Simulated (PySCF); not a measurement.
# Static response to an electric field

CH9FS2Si3.
Numbering: `[CH3:1][S:2][SiH2:3][S:4][Si@@H:5]([F:6])[SiH3:7]` (hydrogens: H8, H9, H10 on C1; H11, H12 on Si3; H13 on Si5; H14, H15, H16 on Si7)

Cartesian coordinates in Å at the GFN2-xTB level; atoms count from 1:
```
atom  x, y, z in Å
C1     3.8239    0.2152    0.1041
S2     2.1964    0.8451    0.6174
Si3    1.1387    0.4613   -1.1956
S4    -0.8879    1.1070   -1.0698
Si5   -1.8699   -0.3260    0.2260
F6    -0.9280   -0.5368    1.5211
Si7   -3.9159    0.5145    0.8669
H8     4.4920    0.3502    0.9478
H9     4.1835    0.7810   -0.7494
H10    3.7488   -0.8388   -0.1441
H11    1.1855   -0.9681   -1.4777
H12    1.6883    1.2623   -2.2750
H13   -1.6951   -1.6188   -0.4254
H14   -4.7388    0.8283   -0.3011
H15   -4.6154   -0.5143    1.6430
H16   -3.8137    1.7143    1.7004
```

Level: CAM-B3LYP/def2-SVPD (PySCF), static field, nuclei fixed, core orbitals frozen in the response. The polarisability tensor in these axes (au):

```
x   179.28  -1.47  -9.03
y    -1.47 112.73  -1.32
z    -9.03  -1.32 120.78
```

Question: Diagonalise the tensor; give its mean and Δα, where Δα² is half the sum of the squared differences of the eigenvalues.

Answer: Principal values 112.38, 119.75 and 180.67 au; mean 137.60 au = 20.39 Å³ = 22.69 × 10⁻⁴⁰ C²·m²/J; Δα = 64.92 au (47 % of the mean).

Question: What is the dipole moment, and where does it point?

Answer: (-0.02, -1.09, -1.08) D, 1.53 D in size, pointing from the negative to the positive side. Measured along this direction, the outermost atoms are H16 at the negative end and H11 at the positive end.

Question: Estimate the molar refractivity from the static electronic polarisability.

Answer: Lorentz–Lorenz: R = (4π/3)N_A α = 2.5225 cm³/(mol·Å³) × 20.39 Å³ = 51.4 cm³/mol, in the limit of long wavelengths.

Question: Find the Langevin capture rate constant for H3O+ (19.018 u) meeting this molecule (187.944 u), k = 2.342 × 10⁻⁹ cm³/s × √(α in Å³ / reduced mass in u).

Answer: The reduced mass is 17.27 u, so k = 2.54 × 10⁻⁹ cm³/s. The formula leaves out the permanent dipole, which adds to the capture rate.

Question: Sum over states: ᾱ = Σ f/ω², ω in Eh. What share falls to these 8 lowest TDDFT singlets (eV, f)? 5.44, 0.0019; 5.90, 0.0127; 5.99, 0.0069; 6.13, 0.0182; 6.32, 0.0101; 6.57, 0.0009; 6.64, 0.0049; 6.76, 0.0043.

Answer: They add up to 1.17 au, 0.8 % of the 137.60 au; the largest single term is 0.36 au, from the state at 6.13 eV. Terms in order: 0.05, 0.27, 0.14, 0.36, 0.19, 0.01, 0.08, 0.07 au. Higher excitations give the rest. The strengths listed sum to 0.060.

Question: What would n − 1 = 2πNα be for an ideal gas of these molecules at 273.15 K and 1 atm, electronic part alone?

Answer: N = p/kT = 2.6868 × 10¹⁹ cm⁻³, so n − 1 = 2π × N × 20.39 × 10⁻²⁴ cm³ = 3442 × 10⁻⁶ at long wavelengths, for an ideal gas.

Isolated species at its GFN2-xTB geometry (one conformer only).
